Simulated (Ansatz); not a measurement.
Consider the ligand exchange at the Si–C bond: `F[SiH2][CH](F)[SnH3]` + `SS` → `F[SiH2]SS` + `F[CH2][SnH3]`.

Program: Ansatz. Geometries: PBE0-D4/def2-TZVP. ΔE: electronic, gas phase. CBS: MP2 limit from def2 TZ/QZ plus the TZ coupled-cluster correction, frozen cores. This one scheme is used for every species. def2 core potentials past Kr. For Sn outer-core shells are correlated without core-valence functions, which leaves a few kJ/mol of doubt a bond. Each species was taken in one conformer, which may not be the lowest.

`F[SiH2][CH](F)[SnH3]`:

Z-matrix (Å, degrees):
```
Si
C 1 1.876
F 1 1.604 2 106.3
H 1 1.481 2 109.8 3 -117.5
H 1 1.483 2 113.2 3 118.1
Sn 2 2.183 1 113.6 3 49.6
F 2 1.404 1 108.2 3 170.5
H 2 1.096 1 111.5 3 -71.4
H 6 1.705 2 109.1 1 40.7
H 6 1.704 2 109.1 1 -80.0
H 6 1.704 2 107.0 1 160.2
```

`SS`:

```xyz
4

S    -0.484   -0.974    0.289
S    -0.362    1.060    0.105
H    -0.053   -1.314   -0.941
H     0.900    1.228    0.547
```

`F[SiH2]SS`:

```xyz
7

F     0.948    1.776   -1.347
Si    0.498    0.739   -0.217
S    -0.181   -1.042   -1.176
S    -0.522   -1.834    0.704
H     1.668    0.441    0.634
H    -0.614    1.345    0.547
H    -1.796   -1.425    0.856
```

`F[CH2][SnH3]`:

Z-matrix (Å, degrees):
```
C
Sn 1 2.169
F 1 1.386 2 110.1
H 1 1.093 2 110.6 3 119.7
H 1 1.093 2 110.6 3 -119.7
H 2 1.709 1 108.5 3 180.0
H 2 1.705 1 109.3 3 -60.4
H 2 1.705 1 109.3 3 60.3
```

```json
{"species": "`F[SiH2][CH](F)[SnH3]`", "MP2/CBS(def2) energy (Eh)": "-744.30010"}
{"species": "`SS`", "MP2/CBS(def2) energy (Eh)": "-796.69090"}
{"species": "`F[SiH2]SS`", "MP2/CBS(def2) energy (Eh)": "-1186.23599"}
{"species": "`F[CH2][SnH3]`", "MP2/CBS(def2) energy (Eh)": "-354.78427"}
```

**Question.** Work out ΔE.

**Answer.** ΔE = (-1186.23599) + (-354.78427) − (-744.30010) − (-796.69090) = -0.02926 Eh = -18.4 kcal/mol. CCSD(T)/CBS gives -16.8 kcal/mol.

Largest T1 diagnostic among the species: 0.013.
